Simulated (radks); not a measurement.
Values are calculated unless marked as measured or tabulated.
Fractional charge and spin in the 3s shell of potassium: the spin-up occupation runs from 0 to 1 and the spin-down occupation from 0 to 1; the fullest corner is K2+, [Ne] 3p(up 2.5, down 2.5) 3s(up 1, down 1). Code: a radial shooting solver on a logarithmic mesh with Libxc functionals. Model: scalar-relativistic Kohn-Sham, PBE, spin-polarised, spherical densities, finite nucleus; Fermi nuclear charge, rms radius of each element as measured or else 0.836 A^(1/3) + 0.57 fm. Energy (eV) above the fullest corner. The planes named below are the two flat planes that join the four corners, with an edge along up + down = one added electron.

| down \ up | 0 | 0.25 | 0.5 | 0.75 | 1 |
|---|---|---|---|---|---|
| 0 | 146.127 | 124.052 | 103.032 | 83.059 | 64.126 |
| 0.25 | 124.052 | 103.140 | 83.268 | 64.430 | 46.614 |
| 0.5 | 103.032 | 83.268 | 64.531 | 46.810 | 30.096 |
| 0.75 | 83.059 | 64.430 | 46.810 | 30.191 | 14.561 |
| 1 | 64.126 | 46.614 | 30.096 | 14.561 | 0.000 |

Corners above the fullest one (they belong to K3+ and the next ion): (up 1, down 0) 64.126 eV, (up 0, down 1) 64.126 eV, (up 0, down 0) 146.13 eV. With half an added electron in each spin the energy lies 0.405 eV from the planes, and with half an added electron in spin up alone -2.095 eV. The planes are only a guide here: the flat-plane condition holds for ground states with one frontier orbital, while this shell lies below other occupied shells, so the corners above the fullest one are inner-hole states and not the ground states of those ions.
